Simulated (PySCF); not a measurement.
A small calculation by hand: oscillator strength and radiative lifetime

CH2ClFO2Si, SMILES [Si@@H](OC=O)(Cl)F.

Geometry optimised at B3LYP-D3(BJ)/def2-SVP. The structure was generated by enumeration; whether it is a known compound was not checked. Other conformers were not sampled.

PySCF with TDDFT-PBE/def2-SVPD puts the first singlet state with f over 0.02 at 7.65 eV (vertical), with the transition dipole (0.430, -0.018, 0.201) in atomic units.

Problem. Find the oscillator strength, the wavelength and the radiative lifetime that this transition would have in vacuum if emission retraced absorption.

Solution. 
|μ|² = 0.2256 au, so |μ| = 1.21 D. ΔE = 7.65/27.211 = 0.2811 hartree. f = (2/3) ΔE |μ|² = 0.042 (the program prints 0.042).
λ = 1239.84/7.65 = 162 nm; ν = 61701 cm⁻¹.
Einstein's coefficient A = 0.6670 ν² f s⁻¹ (ν in cm⁻¹) = 1.1e8 s⁻¹, so τ = 1/A = 9.3 ns. This state is S9; the lower singlets have f = 0.001, 0.001, 0.011, 0.002, 0.008, 0.005, 0.002, 0.016. The figure is the radiative limit of this one transition; relaxation, internal conversion, crossing to triplets and a medium change what is measured.
